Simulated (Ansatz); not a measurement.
Relaxation of C3H7BFNSi (14 atoms, charge 0, multiplicity 1), to a largest force component of 0.02 eV/Å in at most 40 steps.

All numbers below come from RKS B3LYP-D4/STO-3G in Ansatz.

```xyz
14
Properties=species:S:1:pos:R:3
C -0.490 -2.696 -0.609
N -0.687 -1.452 -1.047
Si -0.839 -0.070 0.060
F -2.042 -0.133 1.129
B -0.505 1.648 -0.791
C 0.867 1.712 0.086
C 0.811 0.381 0.846
H -0.428 -3.450 -1.339
H -0.480 -2.856 0.484
H -1.058 2.352 -1.526
H 1.740 1.726 -0.565
H 0.888 2.572 0.798
H 1.548 -0.297 0.545
H 0.662 0.536 1.957
```

Q: Where does it end, and by what steps?

A: It converged. The force dipped under the threshold on the way, but the program's further checks kept it going. Limits of this set-up: minimal basis. After 22 steps the energy has fallen by 0.854 eV; H9 moved furthest, 1.26 Å.

```
step  energy less start (eV)  largest force component (eV/Å)  accepted
   0                  0.0000                           5.422       yes
   1                 -0.4140                           2.354       yes
   2                 -0.5497                           1.828       yes
   3                 -0.6838                           1.701       yes
   4                 -0.7201                           0.663       yes
   5                 -0.7472                           0.260       yes
   6                 -0.7479                           0.251       yes
   7                 -0.7666                           0.436       yes
   8                 -0.7752                           0.525       yes
   9                 -0.7909                           0.413       yes
  10                 -0.7761                           1.012        no
  11                 -0.8067                           0.363       yes
  12                 -0.8182                           0.278       yes
  13                 -0.8306                           0.527       yes
  14                 -0.8315                           0.926       yes
  15                 -0.8436                           0.292       yes
  16                 -0.8471                           0.241       yes
  17                 -0.8347                           0.707        no
  18                 -0.8523                           0.062       yes
  19                 -0.8537                           0.062       yes
  20                 -0.8533                           0.060        no
  21                 -0.8539                           0.009       yes
  22                 -0.8542                           0.015       yes
```

```xyz
14
Properties=species:S:1:pos:R:3
C -0.751 -2.665 -0.777
N -0.044 -1.577 -0.902
Si -0.586 -0.227 0.213
F -1.780 -0.796 1.186
B -0.577 1.555 -0.636
C 0.873 1.777 -0.025
C 0.917 0.591 1.031
H -0.511 -3.549 -1.401
H -1.605 -2.815 -0.077
H -1.257 2.301 -1.234
H 1.617 1.592 -0.827
H 1.104 2.776 0.384
H 1.871 0.045 1.048
H 0.714 0.963 2.046
```

The run took 86 s on 1 thread of Arm Neoverse V2 (shared host), peak memory 0.18 GiB.
